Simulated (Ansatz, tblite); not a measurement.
Removing and adding an electron: Ge₃S₆ (the lowest singlet isomer of a short search). The state is a singlet with charge 0. Geometry: r2SCAN-D4/def2-SVP. Ansatz, gas phase; energy differences of separate SCF runs; the oxidised species was run as a doublet alone; the reduced species was run as a doublet alone.

Cartesian coordinates in Å:
```
Ge -0.9215 -0.2098 -1.9731
Ge 2.1447 0.3991 0.1692
Ge -1.2235 -0.1892 1.8040
S 0.9469 0.1944 2.0203
S -2.3557 -0.3530 3.4739
S 4.1290 0.7677 0.3245
S -1.7725 -0.4101 -3.7987
S -2.1953 -0.4145 -0.1729
S 1.2480 0.2153 -1.8473
```

The xTB rows come from tblite. HOMO above LUMO, or a gap near zero within one spin, warns that the state may not be the lowest or that an electron is smeared out. Another isomer (singlet) lies 0.11 eV lower at PBE0-D4/def2-TZVP; other spin states weren't run for this one.

```
            level  −HOMO (eV)  vertical IE (eV)  −LUMO (eV)  vertical EA (eV)  HOMO–LUMO gap (eV)  IE − EA (eV)                                     remarks
         GFN1-xTB       10.73             12.94        7.13              5.21                3.61          7.73                                           –
         GFN2-xTB       11.21             13.13        9.28              7.48                1.93          5.65                                           –
 PBE-D4/def2-TZVP        6.38              8.35        3.85              1.94                2.53          6.41  gap within one spin near zero (-1 doublet)
PBE0-D4/def2-TZVP        7.51              8.87        3.19              1.90                4.32          6.96                                           –
```

   Raw xTB energy differences between charge states are shifted by several eV; the methods need an empirical correction for them. Sets without diffuse functions give affinities that are too small.
